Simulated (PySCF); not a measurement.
## Two-component Hartree-Fock for Ca¹²⁺ (calcium, charge +12)

Start: [He] 2s2 2p4; 2p1/2 filled at m_j = -1/2, +1/2; 2p3/2 filled at m_j = +1/2, +3/2. Calculated with PySCF 2.14 in an uncontracted even-tempered set (18 s from 2 bohr⁻², ratio 2.4; 11 p from 2.6 bohr⁻², ratio 2.4; 5 d from 12 bohr⁻², ratio 2.6; 5 f from 18 bohr⁻², ratio 2.6): generalised Hartree-Fock with the X2C-1e Hamiltonian and a Gaussian nucleus; one run each with spin-orbit coupling (SO) switched off, then screened by Boettger's factors.

```json
{"spinor shell": "1s1/2", "electrons": "2", "ε, spin-free (eV)": "-4507.8", "ε, screened SO (eV)": "-4507.5", "weight of nominal j (screened SO)": "1.000", "rms radius, screened SO (bohr)": "0.0885"}
{"spinor shell": "2s1/2", "electrons": "2", "ε, spin-free (eV)": "-806.62", "ε, screened SO (eV)": "-806.54", "weight of nominal j (screened SO)": "1.000", "rms radius, screened SO (bohr)": "0.374"}
{"spinor shell": "2p3/2", "electrons": "2", "ε, spin-free (eV)": "-739.27", "ε, screened SO (eV)": "-742.97", "weight of nominal j (screened SO)": "0.800", "rms radius, screened SO (bohr)": "0.335"}
{"spinor shell": "2p1/2", "electrons": "2", "ε, spin-free (eV)": "-739.27", "ε, screened SO (eV)": "-736.17", "weight of nominal j (screened SO)": "0.709", "rms radius, screened SO (bohr)": "0.336"}
```

| quantity | spin-free | screened SO |
| --- | --- | --- |
| E (hartree) | -597.31332 | -597.37848 |
| M_J | 2 | 2 |
| ⟨J²⟩ | 6.001 | 6.001 |
| ⟨L²⟩ | 2.000 | 2.123 |
| ⟨S²⟩ | 2.000 | 1.939 |

Each row is a mean over spinors that exchange with the open shell spreads, by up to 28.593 eV (2s1/2).

Rows whose weight is well below 1 are mixtures of j = l ± 1/2: exchange outweighs spin-orbit coupling there, and the label is only the starting occupation.

Without spin-orbit coupling the j labels of p, d and f shells carry no meaning; the spin-free column gives the mean over the occupied spinors of each nl shell.
